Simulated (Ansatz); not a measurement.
Reaction (formal exchange of groups at a B–F bond): `FB1B[SiH2]1` + `[GaH3]` → `[GaH2][B]1B[SiH2]1` + H–F

Computed with Ansatz on PBE0-D4/def2-TZVP structures; ΔE is electronic, products minus reactants. CCSD(T)/CBS is the MP2 limit (def2-TZVPP, def2-QZVPP) plus CCSD(T) − MP2 in def2-TZVPP, frozen cores. This one scheme is used for every species. Functionals use def2-TZVPP. For Ga outer-core shells are correlated without core-valence functions, which leaves a few kJ/mol of doubt a bond. Scalar relativity is left out up to krypton.

**Question.** Is it downhill or uphill in electronic energy at CCSD(T)/CBS, and by how much? (Best estimate.)

**Answer.** Ansatz gave: Uphill: ΔE = +16.7 kcal/mol.

**Question.** What do these levels give: PBE-D4, BLYP-D4, B97M-V, r2SCANh-D4, r2SCAN, LC-ωPBE? (Best estimate.)

**Answer.** Ansatz gave: PBE-D4 20.2, BLYP-D4 25.2, B97M-V 25.9, r2SCANh-D4 21.7, r2SCAN 22.4, LC-ωPBE 21.5 kcal/mol.

Largest T1 diagnostic among the species: 0.016.

From BLYP to BHLYP (50 % exact exchange), in def2-TZVPP and without D4, ΔE moves by −0.7 kcal/mol. In def2-TZVPP, CCSD(T) changes the Hartree–Fock value by −10.7 kcal/mol (the triples alone add −1.4 kcal/mol) and MP2 by −13.2 kcal/mol.
